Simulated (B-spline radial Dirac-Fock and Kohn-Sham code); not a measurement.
# Isotope-shift constants of the inner levels of Mn⁴⁺

System: the Mn⁴⁺ ion, [Ar] 3d3.

Calculated with a radial atomic solver, using first-order field-shift and mass-shift constants from Dirac-Fock ground and hole states with a Fermi nucleus; the mass shift has no relativistic recoil terms. A binding energy shifts by δE = F·δ⟨r²⟩ + (K_N + K_S)·δ(1/M); F is taken for a change of radius at fixed skin thickness and so holds the higher radial moments.

| level | F (meV/fm²) | K_N (meV u) | K_S (meV u) |
| --- | --- | --- | --- |
| K (1s) | -2.858 | -3635 | 1379 |
| L1 (2s) | -0.2624 | -467.6 | -90.97 |
| L2 (2p1/2) | 0.02784 | -401.2 | 350.0 |
| L3 (2p3/2) | 0.02855 | -395.5 | 335.4 |
| M1 (3s) | -0.03873 | -88.35 | -16.72 |
| M2 (3p1/2) | 0.004112 | -67.61 | 45.73 |
| M3 (3p3/2) | 0.004222 | -66.85 | 42.92 |

Line shifts in meV from A = 55 (mass 54.9380 u, rms radius 3.7057 fm); radii from Angeli and Marinova (2013).

```
 A  mass (u)  radius (fm)    Kα1    Kα2    Kβ1    Lβ3
50   49.9542        3.712  -4.12  -4.14  -4.19  -0.98
51   50.9482       3.7026  -3.06  -3.08  -3.12  -0.76
52   51.9456       3.6706  -1.56  -1.56  -1.60  -0.49
53   52.9413       3.6662  -0.67  -0.67  -0.70  -0.29
54   53.9404       3.6834      ?      ?      ?      ?
56   55.9389       3.7146  +0.52  +0.53  +0.54  +0.16
```

Task: What are the shifts for A = 54?

Result: Kα1 -0.26 meV (field +0.48, mass -0.74); Kα2 -0.27 meV (field +0.48, mass -0.74); Kβ1 -0.28 meV (field +0.47, mass -0.75); Lβ3 -0.14 meV (field +0.04, mass -0.18).
